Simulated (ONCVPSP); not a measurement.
## Which change was made? (Re, ONCV)

Re, optimised norm-conserving Vanderbilt (ONCV), made with ONCVPSP 4.0.1 (PBE, scalar-relativistic). Core [Kr] 4d10 4f14, reference 5s2 5p6 5d4 (charge +3). Waves: 5s: rc 1.20 bohr, ncon 4, nbas 8, qcut 6 1/bohr, 2 projectors, debl 2.5 Ha; 5p: rc 1.75 bohr, ncon 4, nbas 8, qcut 9.3 1/bohr, 2 projectors, debl 2.8 Ha; 5d: rc 2.60 bohr, ncon 5, nbas 9, qcut 6.7 1/bohr, 2 projectors, debl 2.5 Ha. Local part: polynomial inside 1.15 bohr (lpopt 5, dvloc0 3 Ha). Core correction: none.

In the s channel the program set the typed energies aside and used -4.227, 0.250 Ha. In the p channel the program set the typed energies aside and used -2.813, 0.250 Ha.

Cutoffs, loose and tight: the cutoffs (Ha) at which the residual kinetic energy of the hardest occupied pseudo-wave falls to 1 and 0.1 mHa per electron. They do not see the model core or the augmentation charge, which bear on the density cutoff. Test errors are all-electron minus pseudo excitation energies from the reference, over the configurations 5s2 5p6 5d5 6s2; 5s2 5p6 5d5 6s1; 5s2 5p6 5d5; 5s2 5p6 5d5 6p2; variants that change the core or the reference have their own tests.

The base gives: outcome: generated, projector energies reset by the program; cutoff, loose: 110 Ha; cutoff, tight: 130 Ha; bound ghosts: none; GHOST(+) flags above zero: s; largest test error (meV): +33.

Task: After one change the result is: outcome: generated; cutoff, loose: 110 Ha; cutoff, tight: 130 Ha; bound ghosts: none; GHOST(+) flags above zero: s, d; largest test error (meV): -146. Which change was it?
A. reference 5s2 5p6 5d5 6s2; wave 5s: rc 1.20 bohr, ncon 4, nbas 8, qcut 6 1/bohr, 2 projectors, debl 2.5 Ha becomes 5s+6s: rc 1.20 bohr, ncon 4, nbas 8, qcut 6 1/bohr, 2 projectors
B. s: qcut 3.9; p: qcut 6.1; d: qcut 4.4
C. functional PBEsol
D. p: qcut 13.5

Result: A. The others give: functional PBEsol → outcome: generated, projector energies reset by the program; cutoff, loose: 110 Ha; cutoff, tight: 130 Ha; bound ghosts: none; GHOST(+) flags above zero: s; largest test error (meV): +25 | s: qcut 3.9; p: qcut 6.1; d: qcut 4.4 → outcome: generated, projector energies reset by the program; cutoff, loose: 125 Ha; cutoff, tight: 167 Ha; bound ghosts: none; GHOST(+) flags above zero: s, d; largest test error (meV): +43 | p: qcut 13.5 → outcome: failed: ERROR pspot: first pseudo wave function has node, program will stop.
